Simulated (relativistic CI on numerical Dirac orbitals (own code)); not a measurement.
# Radial parameters of Gd48+

These numbers are calculated, not measured: Dirac-Coulomb-Breit CI, separate exchange-only KLI orbitals for each configuration, a model potential for QED, unscaled Slater integrals (own radial code, finite nucleus).

Slater integrals F^k, G^k are unscaled and averaged over j, outside the closed core [Ne]; ζ comes from projecting the Hamiltonian with its Breit term on Σ l·s of the shell.

- 3s2 3p4: F^2(3p,3p) = 450220, ζ(3p) = 950970 cm⁻¹; <r>(3p) = 0.2181, <r^2>(3p) = 0.05504 (bohr units).
- 3s 3p5: G^1(3s,3p) = 569360, ζ(3p) = 950750 cm⁻¹; <r>(3s) = 0.224, <r^2>(3s) = 0.05724, <r>(3p) = 0.2183, <r^2>(3p) = 0.0551 (bohr units).
- 3s2 3p3 3d: F^2(3p,3p) = 449880, ζ(3p) = 950070, F^2(3p,3d) = 453510, G^1(3p,3d) = 471360, G^3(3p,3d) = 318520, ζ(3d) = 129560 cm⁻¹; <r>(3p) = 0.2183, <r^2>(3p) = 0.05513, <r>(3d) = 0.193, <r^2>(3d) = 0.04295 (bohr units).

Averages of the first 10 configurations, taken without configuration mixing, which lowers the lowest level and can move excited configurations by several eV; other configurations of the list can lie among them:

| Configuration | Parity | States | Average energy above the lowest level (eV) |
| --- | --- | --- | --- |
| 3s2 3p4 | even | 15 | 128.0 |
| 3s 3p5 | odd | 12 | 408.4 |
| 3s2 3p3 3d | odd | 200 | 412.8 |
| 3p6 | even | 1 | 708.2 |
| 3s 3p4 3d | even | 300 | 684.8 |
| 3p5 3d | odd | 60 | 976.3 |
| 3s 3p3 3d2 | odd | 1800 | 968.7 |
| 3s2 3p2 3d 4p | odd | 900 | 2382.7 |
| 3p5 4s | odd | 12 | 2556.7 |
| 3s 3p3 3d 4s | odd | 800 | 2537.9 |
